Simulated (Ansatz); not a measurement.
Reaction (ligand exchange at the Si–C bond): `N[SiH2]C(O)(F)F` + CH₃NH₂ → `CN[SiH2]N` + `OC(F)F`

Calculated with Ansatz (gas phase, PBE0-D4/def2-TZVP geometries, no zero-point term in ΔE). CCSD(T)/CBS adds triple-zeta CCSD(T) − MP2 to the extrapolated MP2 energy (def2 sets, frozen cores). Functionals use def2-TZVPP. One conformer a species, not always the lowest.

`N[SiH2]C(O)(F)F`:

Z-matrix (Å, degrees):
```
Si
C 1 1.932
N 1 1.706 2 114.2
H 1 1.481 2 104.9 3 -119.9
H 1 1.481 2 105.6 3 120.7
F 2 1.373 1 110.7 3 176.8
O 2 1.354 1 111.6 3 -60.6
F 2 1.375 1 110.9 3 61.8
H 3 1.007 1 120.2 2 71.4
H 3 1.007 1 120.2 2 -74.1
H 7 0.968 2 108.9 1 179.4
```

CH₃NH₂:

Z-matrix (Å, degrees):
```
C
N 1 1.453
H 1 1.092 2 109.4
H 1 1.100 2 115.4 3 -121.6
H 1 1.092 2 109.4 3 116.8
H 2 1.012 1 110.6 3 62.6
H 2 1.012 1 110.6 3 -179.3
```

`CN[SiH2]N`:

```xyz
12

C    -1.688   -0.270   -0.903
N    -0.260   -0.177   -0.708
Si    0.534   -0.118    0.805
N     2.028    0.690    0.595
H    -2.011    0.322   -1.765
H    -2.199    0.132   -0.025
H    -2.045   -1.298   -1.046
H     0.283   -0.461   -1.510
H     0.930   -1.419    1.426
H    -0.474    0.519    1.705
H     2.826    0.437    1.152
H     2.075    1.642    0.274
```

`OC(F)F`:

Cartesian coordinates in Å:
```
O 0.502 -0.776 -0.576
C -0.017 0.072 0.331
F -1.372 0.086 0.277
F 0.372 1.349 0.095
H 0.213 -0.505 -1.457
H 0.303 -0.226 1.330
```

CCSD(T)/CBS gives -0.88 eV.

(1) Another level gave -0.86 eV. Which?
A. PBE/def2-TZVPP
B. PBE0-D4/def2-TZVPP
C. SCS-MP2/def2-TZVPP
D. HF/def2-TZVPP

Largest T1 diagnostic among the species: 0.012.

## Answers

(1) B. PBE0-D4 -0.86, HF/def2-TZVPP -1.01, SCS-MP2/def2-TZVPP -0.95, PBE -0.78 eV.

In def2-TZVPP, CCSD(T) changes the Hartree–Fock value by +0.10 eV (the triples alone add +0.02 eV) and MP2 by +0.05 eV. From PBE to PBE0 (25 % exact exchange), in def2-TZVPP and without D4, ΔE moves by −0.08 eV.
